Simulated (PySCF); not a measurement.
**Basis-set dependence of population analyses: `CC#CC1(F)C=C1`**

C6H5F.
Structure used (PBE0-D3(BJ)/def2-SVP), in Å, numbered top down from 1:
```xyz
12
C6H5F angstrom
C      2.627   -0.386    0.160
C      1.249    0.070    0.118
C      0.099    0.453    0.080
C     -1.285    0.878    0.025
F     -1.399    2.223    0.297
C     -2.421    0.013    0.391
C     -2.286    0.283   -0.879
H      3.318    0.419   -0.134
H      2.909   -0.720    1.171
H      2.785   -1.231   -0.530
H     -2.948   -0.481    1.204
H     -2.623    0.184   -1.909
```

PBE0 throughout (PySCF), one geometry, spherical d and f functions. Geometry: PBE0-D3(BJ)/def2-SVP; no solvent, vibrations or thermal averaging. Atoms taken as equivalent share a column and are averaged. The first 7 of 8 kinds of atom are listed.

Mulliken charges (e):

```json
{"basis": "STO-3G", "functions": "40", "C1": "-0.250", "C2": "-0.042", "C3": "-0.071", "C4": "+0.103", "F5": "-0.105", "C6/C7": "-0.093", "H8/H9/H10": "+0.105"}
{"basis": "6-31G", "functions": "73", "C1": "-0.503", "C2": "-0.130", "C3": "-0.022", "C4": "+0.145", "F5": "-0.316", "C6/C7": "-0.101", "H8/H9/H10": "+0.205"}
{"basis": "pcSseg-0", "functions": "73", "C1": "-0.592", "C2": "-0.163", "C3": "-0.090", "C4": "+0.133", "F5": "-0.349", "C6/C7": "-0.144", "H8/H9/H10": "+0.265"}
{"basis": "6-31G*", "functions": "108", "C1": "-0.647", "C2": "-0.036", "C3": "+0.080", "C4": "+0.231", "F5": "-0.337", "C6/C7": "-0.162", "H8/H9/H10": "+0.212"}
{"basis": "cc-pVDZ", "functions": "123", "C1": "-0.026", "C2": "-0.241", "C3": "+0.172", "C4": "+0.019", "F5": "-0.213", "C6/C7": "-0.009", "H8/H9/H10": "+0.082"}
{"basis": "def2-SVP", "functions": "123", "C1": "+0.002", "C2": "-0.218", "C3": "+0.006", "C4": "+0.185", "F5": "-0.254", "C6/C7": "-0.027", "H8/H9/H10": "+0.073"}
{"basis": "aug-cc-pVDZ", "functions": "206", "C1": "+0.261", "C2": "-0.579", "C3": "+0.044", "C4": "+1.028", "F5": "-0.630", "C6/C7": "+0.299", "H8/H9/H10": "+0.032"}
{"basis": "6-311+G(2d,p)", "functions": "219", "C1": "-0.839", "C2": "+0.570", "C3": "-0.393", "C4": "+0.583", "F5": "-0.316", "C6/C7": "-0.197", "H8/H9/H10": "+0.173"}
{"basis": "def2-TZVP", "functions": "247", "C1": "-0.461", "C2": "+0.066", "C3": "-0.048", "C4": "+0.091", "F5": "-0.220", "C6/C7": "-0.125", "H8/H9/H10": "+0.159"}
{"basis": "cc-pVTZ", "functions": "280", "C1": "-0.322", "C2": "-0.101", "C3": "+0.012", "C4": "+0.258", "F5": "-0.210", "C6/C7": "-0.138", "H8/H9/H10": "+0.122"}
{"basis": "IGLO-III", "functions": "295", "C1": "-0.334", "C2": "-0.036", "C3": "-0.108", "C4": "+0.293", "F5": "-0.295", "C6/C7": "-0.083", "H8/H9/H10": "+0.139"}
{"basis": "pcSseg-2", "functions": "322", "C1": "-0.017", "C2": "-0.106", "C3": "-0.096", "C4": "+0.228", "F5": "-0.288", "C6/C7": "-0.025", "H8/H9/H10": "+0.058"}
```

IAO charges (e):

```csv
basis,functions,C1,C2,C3,C4,F5,C6/C7,H8/H9/H10
STO-3G,40,-0.415,-0.025,-0.080,+0.123,-0.131,-0.126,+0.156
6-31G,73,-0.449,-0.024,-0.098,+0.258,-0.306,-0.136,+0.175
pcSseg-0,73,-0.441,-0.026,-0.094,+0.241,-0.291,-0.133,+0.173
6-31G*,108,-0.429,-0.031,-0.100,+0.291,-0.316,-0.135,+0.168
cc-pVDZ,123,-0.430,-0.032,-0.103,+0.290,-0.316,-0.136,+0.169
def2-SVP,123,-0.422,-0.028,-0.102,+0.286,-0.318,-0.131,+0.166
aug-cc-pVDZ,206,-0.438,-0.032,-0.104,+0.293,-0.333,-0.135,+0.173
"6-311+G(2d,p)",219,-0.440,-0.032,-0.103,+0.290,-0.333,-0.134,+0.174
def2-TZVP,247,-0.439,-0.033,-0.103,+0.295,-0.332,-0.136,+0.173
cc-pVTZ,280,-0.441,-0.033,-0.103,+0.295,-0.329,-0.137,+0.174
IGLO-III,295,-0.441,-0.033,-0.103,+0.293,-0.333,-0.136,+0.174
pcSseg-2,322,-0.440,-0.032,-0.104,+0.295,-0.333,-0.136,+0.174
```

**Question.** Which scheme is steadiest as the basis changes?

**Answer.** Largest range over the bases for any column: IAO 0.20 e, Mulliken 1.15 e. IAO charges move least and Mulliken charges most, counted in e. Without the minimal STO-3G basis the ranges are IAO 0.05, Mulliken 1.15 e.

**Question.** How much do the charges still move between the two largest bases, IGLO-III and pcSseg-2?

**Answer.** At most, over all atoms: Mulliken 0.317 e, IAO 0.002 e.

**Question.** What do the same runs give for the total energy, the frontier levels and the dipole moment?

**Answer.** 
```
        basis  energy (Eh)  HOMO (eV)  LUMO (eV)  μ (D)
       STO-3G    -326.6878      -4.66       2.84   1.37
        6-31G    -330.8644      -6.94      -0.11   2.68
     pcSseg-0    -330.1963      -7.28      -0.50   2.71
       6-31G*    -330.9453      -6.78       0.00   2.25
      cc-pVDZ    -330.9732      -6.92      -0.21   2.27
     def2-SVP    -330.7122      -7.02      -0.32   2.38
  aug-cc-pVDZ    -330.9933      -7.08      -0.56   2.49
6-311+G(2d,p)    -331.0510      -7.11      -0.57   2.52
    def2-TZVP    -331.0816      -7.07      -0.47   2.42
      cc-pVTZ    -331.0698      -7.04      -0.41   2.36
     IGLO-III    -331.0860      -7.10      -0.55   2.48
     pcSseg-2    -331.0814      -7.11      -0.54   2.50
```

The dipole is fixed by the density alone, so its range of 1.34 D shows that the density itself changes with the basis, not only its division among atoms.
